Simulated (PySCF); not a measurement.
Correlation energy of I⁺ (iodine, charge +1)

[Kr] 4d10 5s2 5p4, high-spin 3P determinant. All numbers are calculated (PySCF 2.14, scalar relativity through the core potential, in cc-pVTZ-PP with ECP28MDF (5s4p3d1f, 39 functions)). Frozen: 4s2 4p6 4d10; 6 electrons correlated.

MP2 pair energies summed by pair of shells (mhartree):

```json
{"pair": "5s-5p", "energy": "-40.18", "share (%)": "46.1"}
{"pair": "5p-5p", "energy": "-40.13", "share (%)": "46.1"}
{"pair": "5s-5s", "energy": "-6.76", "share (%)": "7.8"}
```

Total MP2 correlation energy: -87.07 mhartree.

Same-spin part -19.51 and opposite-spin part -67.57 mhartree; SCS-MP2 scales them by 1/3 and 6/5 to -87.58 mhartree.

| level | correlation energy (mhartree) |
| --- | --- |
| CCSD | -104.61 |
| (T) | -2.82 |
| CCSD(T) | -107.43 |

Diagnostics: T1 = 0.0074, D1 = 0.0229, largest double amplitude 0.051.

**Question.** Is a single reference adequate?

**Answer.** Yes, within this model without spin-orbit coupling: T1 lies below 0.03 and no double amplitude reaches 0.07.
